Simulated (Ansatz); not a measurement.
CH3NS, SMILES `NC=S` (charge 0, multiplicity 1).

Cartesian coordinates (Å):
```xyz
6

N     -0.7220     0.0408    -0.0962
C      0.5952     0.0615     0.1158
S      1.6345    -1.1564    -0.1897
H     -1.3026     0.8328     0.1171
H     -1.1449    -0.7892    -0.4797
H      0.9398     1.0104     0.5328
```
Charge 0, multiplicity 1.

Frozen-core energies in 6-31g from Ansatz (an electronic-structure program) at a geometry from PBE0-D3(BJ)/def2-TZVP; the HF reference has <S^2> = 0.00 and the T1 diagnostic is 0.020.

```csv
level,energy (Ha),difference from CCSDTQ (mHa)
HF,-491.50115,282.61
MP2,-491.75304,30.71
CCSD,-491.77405,9.70
CCSD(T),-491.78241,1.35
CCSDT,-491.78311,0.64
CCSDT(Q),-491.78381,-0.05
CCSDTQ,-491.78376,0.00
```
